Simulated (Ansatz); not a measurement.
Cost and result up the ladder for SeMe2 (C2H6Se) (9 atoms). Total charge 0; singlet. Geometry: PBE0-D4/def2-TZVP.

```xyz
9

Se    1.0792    0.7122   -0.0702
C     0.3786   -0.4301    1.3334
H     0.2904   -1.4562    0.9777
H    -0.5889   -0.0616    1.6729
H     1.0881   -0.3940    2.1594
C    -0.3674    0.4375   -1.3341
H    -1.3099    0.7848   -0.9121
H    -0.4379   -0.6156   -1.6047
H    -0.1321    1.0228   -2.2223
```

Ansatz on 4 threads of Intel Xeon on a shared host. Times are rough, and most runs start from the orbitals of an earlier one. ωB97X-V/def2-TZVP serves as the yardstick here, not as an exact answer. Differences are given only for rows in sets of like size (and for xTB, whose basis is part of the method), since another set adds its own error. Binding counts from free atoms at the same level (Se triplet, C triplet, H doublet; other spins of the atoms weren't run), without zero-point energy or a counterpoise term.

HSE06 is defined as in plane-wave codes, on full-range PBE exchange. Correlated methods freeze 11 core orbitals; core or outer-core shells of Se are correlated, in sets that lack core-valence functions.

Correlated methods converge slowly with the basis.

```json
{"level": "PBE-D4/def2-SVP", "functions": "90", "wall time": "2.2 s", "binding energy per atom (eV)": "3.68", "difference from ωB97X-V/def2-TZVP (eV)": "–"}
{"level": "BLYP-D4/def2-TZVP", "functions": "146", "wall time": "4.7 s", "binding energy per atom (eV)": "3.60", "difference from ωB97X-V/def2-TZVP (eV)": "-0.02"}
{"level": "PBE0-D4/def2-SVP", "functions": "90", "wall time": "5.5 s", "binding energy per atom (eV)": "3.64", "difference from ωB97X-V/def2-TZVP (eV)": "–"}
{"level": "PBE-D4/def2-TZVP", "functions": "146", "wall time": "5.6 s", "binding energy per atom (eV)": "3.67", "difference from ωB97X-V/def2-TZVP (eV)": "0.05"}
{"level": "CAM-B3LYP-D4/def2-TZVP", "functions": "146", "wall time": "8.6 s", "binding energy per atom (eV)": "3.62", "difference from ωB97X-V/def2-TZVP (eV)": "0.00"}
{"level": "revPBE-D4/def2-TZVP", "functions": "146", "wall time": "8.6 s", "binding energy per atom (eV)": "3.60", "difference from ωB97X-V/def2-TZVP (eV)": "-0.02"}
{"level": "MP2/def2-TZVP", "functions": "146", "wall time": "8.6 s", "binding energy per atom (eV)": "3.51", "difference from ωB97X-V/def2-TZVP (eV)": "-0.11"}
{"level": "PBE0-D4/def2-TZVP", "functions": "146", "wall time": "9.6 s", "binding energy per atom (eV)": "3.63", "difference from ωB97X-V/def2-TZVP (eV)": "0.01"}
{"level": "r2SCAN-D4/def2-TZVP", "functions": "146", "wall time": "10 s", "binding energy per atom (eV)": "3.62", "difference from ωB97X-V/def2-TZVP (eV)": "0.00"}
{"level": "HSE06-D4/def2-TZVP (with forces)", "functions": "146", "wall time": "14 s", "binding energy per atom (eV)": "3.63", "difference from ωB97X-V/def2-TZVP (eV)": "0.01"}
{"level": "ωB97X-V/def2-TZVP", "functions": "146", "wall time": "19 s", "binding energy per atom (eV)": "3.62", "difference from ωB97X-V/def2-TZVP (eV)": "0.00"}
{"level": "CCSD(T)/def2-TZVPP", "functions": "194", "wall time": "99 s", "binding energy per atom (eV)": "3.55", "difference from ωB97X-V/def2-TZVP (eV)": "-0.07"}
```
